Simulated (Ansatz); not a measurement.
Computed with Ansatz on PBE0-D4/def2-TZVP structures; ΔE is electronic, products minus reactants. CCSD(T)/CBS is the MP2 limit (def2-TZVPP, def2-QZVPP) plus CCSD(T) − MP2 in def2-TZVPP, frozen cores. DFT in def2-TZVPP. B3LYP here is the variant with VWN-RPA as its local correlation; programs differ in this. def2 core potentials past Kr. For In outer-core shells are correlated without core-valence functions, which leaves a few kJ/mol of doubt a bond. One conformer a species, not always the lowest.

`C=[CH][In]([F])[F]` + `N=C1C[SiH2]1` → `C=[CH][InH][F]` + `N=C1[SiH2]C1F`  (redistribution)

```csv
level,ΔE (kJ/mol),difference from CCSD(T)/CBS
BLYP-D4,153.7,-16.7
PBE0-D4,152.6,-17.8
B3LYP-D4,156.2,-14.2
CAM-B3LYP-D4,158.3,-12.1
ωB97X-V,160.7,-9.7
PBE-QIDH,163.8,-6.6
r2SCAN,155.9,-14.5
HF/def2-TZVPP,169.4,-1.0
MP2/def2-TZVPP,173.4,3.0
CCSD/CBS(def2),171.6,1.2
CCSD(T)/CBS,170.4,0
```

Q: What do rigid-rotor, harmonic-oscillator terms from PBE0-D4/def2-TZVP frequencies (298.15 K, 1 bar) make of the CCSD(T)/CBS value? (An estimate is asked.)

A: Computed: ΔZPE = -6.2 kJ/mol, ΔH = +162.9 kJ/mol, ΔS = -13 J/(mol·K), ΔG = +166.8 kJ/mol.

Largest T1 diagnostic among the species: 0.016.

From BLYP to BHLYP (50 % exact exchange), in def2-TZVPP and without D4, ΔE moves by +6.7 kJ/mol. At CCSD(T), def2-SVP lies −11.5 kJ/mol from the extrapolated value and def2-TZVPP −7.3 kJ/mol. Leaving LDA and LC-ωPBE aside and taking each functional with its dispersion term where it has one, the values, not all of them listed here, spread over 17.1 kJ/mol, from PBE-D4 to B2PLYP. LDA lies −18.6 kJ/mol from PBE without D4.
